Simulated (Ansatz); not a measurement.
`[OH][Ga]([OH])[Cl]` + H–F → `[OH][Ga]([OH])[F]` + HCl  (ligand exchange at a Ga–Cl bond)

Program: Ansatz. Geometries: PBE0-D4/def2-TZVP. ΔE: electronic, gas phase. CBS: MP2 limit from def2 TZ/QZ plus the TZ coupled-cluster correction, frozen cores. This one scheme is used for every species. Functionals use def2-TZVPP. For Ga outer-core shells are correlated without core-valence functions, which leaves a few kJ/mol of doubt a bond. Scalar relativity is left out up to krypton. One conformer a species, not always the lowest.

(1) Is it downhill or uphill in electronic energy at CCSD(T)/CBS, and by how much? (Best estimate.)

(2) What do these levels give: r2SCAN-D4, ωB97M-V, r2SCANh, LC-ωPBE, HF/def2-SVP, CCSD/CBS(def2)? (Best estimate.)

(3) What do rigid-rotor, harmonic-oscillator terms from PBE0-D4/def2-TZVP frequencies (298.15 K, 1 bar) make of the CCSD(T)/CBS value? (Best estimate.)

Largest T1 diagnostic among the species: 0.014.

Results:

(1) The calculation gave: Uphill: ΔE = +39.0 kJ/mol.

(2) Computed: r2SCAN-D4 33.3, ωB97M-V 34.2, r2SCANh 34.8, LC-ωPBE 29.7, HF/def2-SVP 29.6, CCSD/CBS(def2) 38.3 kJ/mol.

(3) Computed: ΔZPE = -5.0 kJ/mol, ΔH = +33.3 kJ/mol, ΔS = 2 J/(mol·K), ΔG = +32.6 kJ/mol.

From r2SCAN to r2SCAN0 (25 % exact exchange), in def2-TZVPP and without D4, ΔE moves by +4.8 kJ/mol. Leaving LDA and LC-ωPBE aside and taking each functional with its dispersion term where it has one, the values, not all of them listed here, spread over 11.6 kJ/mol, from BLYP-D4 to HSE06-D4. LDA lies +3.2 kJ/mol from PBE without D4. The D4 term adds +4.5 kJ/mol with B3LYP and +2.4 kJ/mol with PBE0; it sums over pairs of atoms, weighted by their polarisabilities, and B3LYP, whose exchange is more repulsive, gets the larger term.

B3LYP here is the variant with VWN-RPA as its local correlation; programs differ in this.
